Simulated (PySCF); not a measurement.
CoSi at PBE0

Computed with PBE0; basis Co def2-TZVPPD, Si def2-TZVPPD; no relativity; PySCF 2.14.

```
state                                            : quartet, unpaired electrons σ ↑, π ↑, δ ↑, a mixture of terms (⟨Lz²⟩ = 5.0), a second solution, started from another occupation
bond length                                      : 4.204 bohr
harmonic wavenumber                              : 350 cm⁻¹
force constant                                   : 1.37 mdyn/Å
rotational constant Be                           : 0.1795 cm⁻¹
anharmonicity ωexe                               : 1.59 cm⁻¹
vibration–rotation constant αe                   : 0.00104 cm⁻¹
bond order (Mayer)                               : 1.67
dipole moment (positive dipole means Co(−)Si(+)) : -2.42 D
```

De is left out where the level can put another filling of the metal’s s and d shells below the measured ground configuration, by anything from nothing to about 1 eV.
